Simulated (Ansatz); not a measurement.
Stepwise reaction of `[NH2][Zr]([NH2])([Cl])[Cl]` with water, as a gas-phase model of exchange steps in deposition or etching. ΔE in kJ/mol; ΔG adds harmonic PBE0-D4 terms to CCSD(T)/CBS, at 1 bar.

Gas-phase electronic energies from Ansatz, PBE0-D4/def2-TZVP geometries. CCSD(T)/CBS is the MP2 limit (def2-TZVPP, def2-QZVPP) plus CCSD(T) − MP2 in def2-TZVPP, frozen cores. This one scheme is used for every species. DFT in def2-TZVPP. B3LYP here is the variant with VWN-RPA as its local correlation; programs differ in this. Elements past krypton have def2 core potentials. For Zr outer-core shells are correlated without core-valence functions, which leaves a few kJ/mol of doubt a bond. One conformer a species, not always the lowest.

```json
{"step": "1", "reaction": "`[NH2][Zr]([NH2])([Cl])[Cl]` + H₂O → `[NH2][Zr]([OH])([Cl])[Cl]` + NH₃", "PBE-D4": "-67.7", "B3LYP-D4": "-70.8", "ωB97M-V": "-72.8", "CCSD(T)/CBS": "-67.7", "ΔG(500 K)": "-65.6"}
{"step": "2", "reaction": "`[NH2][Zr]([OH])([Cl])[Cl]` + H₂O → `[OH][Zr]([OH])([Cl])[Cl]` + NH₃", "PBE-D4": "-62.3", "B3LYP-D4": "-65.7", "ωB97M-V": "-67.3", "CCSD(T)/CBS": "-62.9", "ΔG(500 K)": "-60.7"}
```

Q: By hand: ΔE of the 2 steps together at CCSD(T)/CBS.

A: (-67.7) + (-62.9) = -130.6 kJ/mol, or -65.3 kJ/mol a step.

In ΔE the steps differ by no more than 4.8 kJ/mol. All are downhill at CCSD(T)/CBS. ΔG lies between -65.6 and -60.7 kJ/mol a step. PBE-D4 differs from CCSD(T)/CBS by 0.0 to 0.6 kJ/mol a step. Isolated molecules leave out the surface, adducts and barriers. Largest T1 diagnostic: 0.016.
